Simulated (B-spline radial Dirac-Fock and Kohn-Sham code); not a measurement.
## Relativistic shifts of the levels of Ti

System: the free titanium atom, [Ar] 3d2 4s2.

Both columns are ΔSCF binding energies of the configuration average from a radial atomic solver: non-relativistic Hartree-Fock with a point nucleus, and Dirac-Fock with a finite nucleus and the Coulomb interaction alone, averaged over the two j levels with weights 2j+1.

```
shell  Hartree-Fock (eV)  Dirac-Fock (eV)  shift (eV)  shift (%)
   1s             4950.6           4982.8      +32.18      +0.65
   2s              568.4            574.6       +6.18      +1.09
   2p              468.3            468.9       +0.67      +0.14
   3s              74.29            75.12       +0.83      +1.11
   3p              45.15            45.18       +0.03      +0.07
   3d               8.54             8.32       -0.22      -2.55
   4s               5.79             5.84       +0.04      +0.75
```

Relativity binds 1s, 2s, 2p, 3s, 3p, 4s more strongly, among those listed most of all 3s in relative terms, and 3d more weakly, because the contracted s and p shells screen the nucleus better.

Values without a named source are computed, but for edge energies of neutral atoms, which are taken from tables.
